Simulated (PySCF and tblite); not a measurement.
# Conformers and averaged properties: C₅H₉NO, numbered as in [CH3:1][O:2][CH2:3][CH2:4][CH2:5][C:6]#[N:7]

Free energies: B3LYP-D3(BJ)/def2-TZVP (IEF-PCM, chloroform) on PBE0-D3(BJ)/def2-SVP structures plus GFN2-xTB thermal terms, symmetry and mirror images included. Conformers within 3 kcal/mol (GFN2-xTB free energy) were kept, 8 at most. GIAO shieldings: WP04/pcSseg-1 (IEF-PCM, chloroform). Couplings: B3LYP/pcSseg-1 with pcJ-1 on H (gas phase; spin-dipole term only for pairs with B, N, F, Si or P). Couplings are for ¹H; a prime marks the second kind of pair between the same two sets of atoms. Shifts are against TMS (¹H), TMS (¹³C), NH3 (¹⁵N) at the same level. Programs: PySCF with density fitting and tblite.

Torsions listed: C1–O2–C3–C4, O2–C3–C4–C5, C3–C4–C5–C6. Of a mirror pair one member is shown.

| conformer | shape | symmetry | E(GFN2) kcal/mol | E(DFT) kcal/mol | G(298.15 K) kcal/mol | weight % | dipole D |
| --- | --- | --- | --- | --- | --- | --- | --- |
| 1 | 175°, -58°, -63° | C1 (pair) | 0.00 | 0.00 | 0.00 | 44.8 | 4.45 |
| 2 | 179°, -58°, 178° | C1 (pair) | 0.46 | 0.34 | 0.24 | 29.8 | 6.18 |
| 3 | 177°, 177°, 61° | C1 (pair) | 0.92 | 1.08 | 0.89 | 10.0 | 4.14 |
| 4 | 76°, 55°, -175° | C1 (pair) | 0.43 | 1.11 | 1.15 | 6.4 | 4.84 |
| 5 | 77°, 56°, 66° | C1 (pair) | 0.84 | 1.17 | 1.29 | 5.1 | 6.05 |
| 6 | 79°, 176°, 63° | C1 (pair) | 0.92 | 2.01 | 2.02 | 1.5 | 3.85 |
| 7 | 75°, 175°, 179° | C1 (pair) | 1.29 | 2.15 | 2.04 | 1.4 | 4.48 |
| 8 | -76°, -178°, 62° | C1 (pair) | 1.47 | 2.25 | 2.27 | 1.0 | 5.86 |

Weights (%) against temperature:

```tsv
T (K)	1	2	3	4	5	6	7	8	S(mix) cal/mol/K
250	50.2	30.7	8.1	4.9	3.9	0.9	0.8	0.5	3.95
273.15	47.4	30.4	9.1	5.7	4.5	1.1	1.1	0.7	4.10
298.15	44.8	29.8	10.0	6.4	5.1	1.5	1.4	1.0	4.25
323.15	42.5	29.2	10.8	7.0	5.6	1.8	1.8	1.2	4.38
373.15	38.6	27.9	12.1	8.1	6.4	2.5	2.5	1.8	4.59
```

Averaged shifts at 298.15 K. ¹H: 3.26 (H3, 2H), 3.25 (H1, 3H), 2.41 (H5, 2H), 1.69 (H4, 2H) ppm. ¹³C: 125.6 (C6), 72.2 (C3), 60.5 (C1), 30.6 (C4), 17.9 (C5) ppm. ¹⁵N: 274.9 (N7) ppm.

Averaged couplings (Hz): ²J(H1,H1) -11.5, ²J(H3,H3) -10.5, ³J(H3,H4) 4.7, ³J(H3,H4′) 7.8, ⁴J(H3,H5) -0.7, ²J(H4,H4) -15.2, ³J(H4,H5) 7.8, ³J(H4,H5′) 8.4, ²J(H5,H5) -19.2.

Coordinates of conformer 1 (Å):

```xyz
16

C     2.163    0.558   -0.863
O     1.258   -0.481   -0.650
C     0.576   -0.389    0.566
C    -0.456   -1.496    0.621
C    -1.450   -1.428   -0.541
C    -2.254   -0.212   -0.526
N    -2.870    0.767   -0.489
H     2.628    0.405   -1.847
H     2.962    0.575   -0.096
H     1.664    1.546   -0.858
H     0.079    0.599    0.661
H     1.276   -0.482    1.422
H    -0.987   -1.449    1.584
H     0.058   -2.468    0.574
H    -0.895   -1.461   -1.492
H    -2.130   -2.294   -0.525
```

Coordinates of conformer 2 (Å):

```xyz
16

C     2.287   -0.399    1.040
O     1.118    0.344    0.885
C     0.775    0.585   -0.447
C    -0.513    1.378   -0.482
C    -1.643    0.643    0.239
C    -2.889    1.396    0.271
N    -3.872    2.006    0.286
H     2.454   -0.544    2.117
H     3.168    0.122    0.614
H     2.215   -1.394    0.557
H     0.651   -0.374   -0.996
H     1.577    1.148   -0.967
H    -0.790    1.575   -1.529
H    -0.348    2.355   -0.001
H    -1.840   -0.330   -0.241
H    -1.331    0.425    1.272
```

Unscaled ¹⁵N shifts at such levels can be off by tens of ppm; differences between conformers or isomers are more reliable. Shifts are unscaled: against experiment ¹³C can be off by 15 ppm or more and ¹H by 0.8 ppm. For its torsions the set is small; conformers may be missing.

Search and properties took 19 min on 1 thread of Intel Xeon @ 2.50GHz (shared host) (rough), launched as `OMP_NUM_THREADS=1 python ens_run.py task.json out`.


¹⁵N shifts are against a computed isolated NH3 molecule, about 20 ppm from the liquid.